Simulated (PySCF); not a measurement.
F₃H₂HfN, SMILES [NH2][Hf]([F])([F])[F], multiplicity 1.

The structure is a stationary point at PBE-D3(BJ)/def2-SVP. The spin state was assumed, not searched. The structure was generated by enumeration; whether it is a known compound was not checked. The def2 effective core potentials stand for the cores of Hf; spin–orbit coupling is left out. Other conformers were not sampled.

Method: PBE/def2-TZVP (PySCF).

Gas-phase values at a fixed geometry.

The total energy is -403.64839 hartree and the point group comes out as Cs. The highest occupied level is -6.68 eV and the lowest empty level is -1.55 eV. The orbital gap is 5.13 eV and the dipole moment is 2.39 D. The quadrupole, principal values (traceless, Buckingham form, about the centre of nuclear charge) comes out as -7.04, -2.99, 10.03 D·Å and the mean static polarisability comes out as 43.8 bohr³ (6.50 Å³). The polarisability, principal values is 40.4, 41.1, 50.0 bohr³.
